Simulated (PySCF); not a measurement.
Species: C₅H₁₀O₃Si.
Numbering: `[CH3:1][C:2]#[C:3][Si:4]([OH:5])([OH:6])[O:7][CH2:8][CH3:9]` (hydrogens: H10, H11, H12 on C1; H13 on O5; H14 on O6; H15, H16 on C8; H17, H18, H19 on C9)

All values: PBE0/pcSseg-1 (PySCF, non-relativistic), on one gas-phase PBE0-D3(BJ)/def2-SVP geometry that isn't relaxed in the solvent. The solvent is an IEF-PCM continuum (cavity from Bondi-type radii × 1.2). The model holds no explicit solvent molecules, cavitation or dispersion.

Gas phase at PBE0/pcSseg-1: HOMO -7.76 eV, LUMO 0.27 eV, dipole 3.65 D.

Task: What does the continuum do to the energy, the frontier levels and the dipole at PBE0/pcSseg-1 in cyclohexane and dichloromethane?

Result: 
| solvent | ε | E(solvent) − E(gas) (kcal/mol) | polarisation term (kcal/mol) | distortion of the solute (kcal/mol) | HOMO (eV) | LUMO (eV) | dipole (D) |
| --- | --- | --- | --- | --- | --- | --- | --- |
| cyclohexane | 2.017 | -4.23 | -4.41 | 0.18 | -7.79 | 0.28 | 4.04 |
| dichloromethane | 8.93 | -9.24 | -10.13 | 0.89 | -7.84 | 0.26 | 4.52 |

The first energy column is the sum of the next two and covers electrostatics alone. From cyclohexane to dichloromethane the lowering changes by a factor 2.18, Onsager's factor (ε − 1)/(2ε + 1) by 2.08 and ε itself by 4.4.

Task: Which radius a makes the point-dipole formula ΔE = −[(ε − 1)/(2ε + 1)]·μ²/a³ give the value in dichloromethane, with the gas-phase dipole?

Result: μ = 1.437 au and |ΔE| = 0.01472 Eh give a = 2.06 Å; the farthest nucleus lies 4.44 Å from the centroid of the nuclei, so such a sphere wouldn't even hold the nuclei. The formula assumes a rigid point dipole at the centre of a sphere.

Task: Which IAO charges (PBE0/pcSseg-1) respond most in cyclohexane (means over atoms taken as equivalent)?

Result: 
| atoms | environment | gas (e) | solvent (e) | change |
| --- | --- | --- | --- | --- |
| C3 | alkyne carbon | -0.448 | -0.459 | -0.011 |
| O5/O6 | silanol oxygen | -0.784 | -0.792 | -0.008 |
| H13/H14 | hydroxyl hydrogen | +0.371 | +0.379 | +0.008 |
| O7 | silyl ether oxygen | -0.647 | -0.652 | -0.005 |
| H10/H11/H12 | methyl hydrogen | +0.174 | +0.179 | +0.005 |
| C2 | alkyne carbon | +0.012 | +0.016 | +0.004 |
| C1 | propargylic carbon | -0.432 | -0.436 | -0.004 |
| C9 | methyl carbon | -0.414 | -0.416 | -0.002 |
| H15/H16 | methylene hydrogen | +0.125 | +0.127 | +0.002 |
| Si4 | oxygen-bound silicon | +1.591 | +1.589 | -0.002 |
| C8 | sp3 carbon bound to oxygen | -0.031 | -0.033 | -0.002 |
| H17/H18/H19 | methyl hydrogen | +0.142 | +0.143 | +0.001 |

Conformer computed: `[CH3:1][C:2]#[C:3][Si:4]([OH:5])([OH:6])[O:7][CH2:8][CH3:9]`: C3–Si4–O7–C8 53°, Si4–O7–C8–C9 -165°, H–O5–Si4–C3 52°, H–O6–Si4–C3 65°.
